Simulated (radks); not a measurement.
Values are calculated unless marked as measured or tabulated.
Question: Sc I, configuration [Ar] 3d1.75 4s1.25 (fractional occupations, a model configuration). Code: a radial shooting solver on a logarithmic mesh with Libxc functionals. Model: scalar-relativistic Kohn-Sham, SCAN, spin-unpolarised, spherical densities, finite nucleus; meta-GGA in the generalised Kohn-Sham scheme; Fermi nuclear charge, rms radius 3.5459 fm. Some entries of the table are withheld. Estimate them.

orbital,occ.,eigenvalue (eV),<r> (bohr)
1s,2,(1),0.07306
2s,2,(2),0.3423
2p,6,-390.6484,0.3071
3s,2,(3),1.081
3p,6,(4),1.179
4s,1.25,-3.8007,(5)
3d,1.75,(6),2.256

Answer: 
(1) 1s eigenvalue (eV): -4414.447
(2) 2s eigenvalue (eV): -479.1074
(3) 3s eigenvalue (eV): -54.9090
(4) 3p eigenvalue (eV): -32.5854
(5) 4s <r> (bohr): 3.951
(6) 3d eigenvalue (eV): -1.4672
